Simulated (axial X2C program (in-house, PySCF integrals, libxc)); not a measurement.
**NaRu⁺: from Re and ωe to a spectrum**

A bond curve at the CCSD(T) level, with spin–orbit coupling, was computed with an in-house relativistic program for diatomic molecules (basis Ru dyall-cv3z [12s12p8d5f3g], Na dyall-cv3z [9s8p5d2f] (cores contracted in-house)) for the state Ω = 4 (⟨Sz⟩ = 1.98, ⟨Lz⟩ = 2.02 at HF). Its fit gives Re = 3.2091 Å, ωe = 121.3 cm⁻¹, ωexe = 0.76 cm⁻¹ and αe = 8.915e-04 cm⁻¹; the masses are 101.9043 and 22.9898 u. Two-component means X2C with spin–orbit coupling and atomic mean-field Coulomb and Gaunt terms.

Correlated methods: 8 electrons correlated (number of frozen shells: Ru 4 s, 3 p, 1 d; Na 2 s, 1 p), 314 virtual spin orbitals or spinors in MP2, 90 natural virtuals in coupled cluster.

Find the reduced mass, Be and the force constant.

From the CCSD(T) values: μ = 18.7580 u. Be = 16.8576/(μ Re²) = 0.08727 cm⁻¹. k = 5.8918×10⁻⁷ μ ωe² = 0.163 mdyn/Å.

Where do the fundamental and the first overtone lie?

ν(1←0) = ωe − 2ωexe = 119.8 cm⁻¹; ν(2←0) = 2ωe − 6ωexe = 238.0 cm⁻¹.

Estimate the centrifugal constant by the Kratzer relation.

D = 4Be³/ωe² = 1.81e-07 cm⁻¹.

A Morse curve ties αe to the other constants (Pekeris). How well does that hold?

αe(Morse) = 6Be²/ωe × (√(ωexe/Be) − 1) = 7.350e-04 cm⁻¹; the CCSD(T) curve gives 8.915e-04 cm⁻¹, a ratio of 0.82.

Occupations by symmetry block were frozen at the best pattern of an incomplete PBE0 search. CCSD and (T) use frozen natural virtuals with an MP2 correction for the truncation; (T) itself is uncorrected, so its De runs slightly low. Other states lie close and PBE0, whose exact exchange favours high spin, may order them wrongly; the determinant shown need not be the ground state. The nearest other 2c determinant of the search, Ω = 2, lies 0.15 eV up at the distance of the search. With several unpaired electrons one determinant need not be a pure state. Open-shell Ω = 0 determinants with evenly filled partner blocks cannot be reached by this program, so the Ω shown need not be the lowest component. With the outer-core shells frozen, correlated bond lengths of heavy atoms tend to come out a few hundredths of an ångström too long.
